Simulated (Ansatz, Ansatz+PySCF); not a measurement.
```tsv
atom	x (Å)	y (Å)	z (Å)
O	0.0500	-0.0100	0.0383
H	0.9698	-0.0882	0.1228
O	2.9485	0.0126	0.0131
H	3.0214	0.8401	-0.4474
H	3.4524	-0.5384	-0.5877
O	-1.2841	2.6742	0.3619
H	-0.7166	1.8861	0.2754
H	-1.9069	2.5883	-0.3614
```

Basis set: def2-SVP (spherical functions). Frozen core: 3 orbitals. Charge 0, multiplicity 2.

Computed with Ansatz (development build ahead of 0.2.0); each method stands on the lowest determinant of its kind that the runs found.

Task: Give the atomization energy at this shape (free ground-state atoms in the same class of orbitals less the molecule, no zero-point energy) of doublet H₅O₃ by PBE0 (unrestricted), UHF-MP2, UHF.

Result:

```csv
method,atomization energy
PBE0 (unrestricted),24.06 eV
UHF-MP2,23.27 eV
UHF,16.46 eV
```
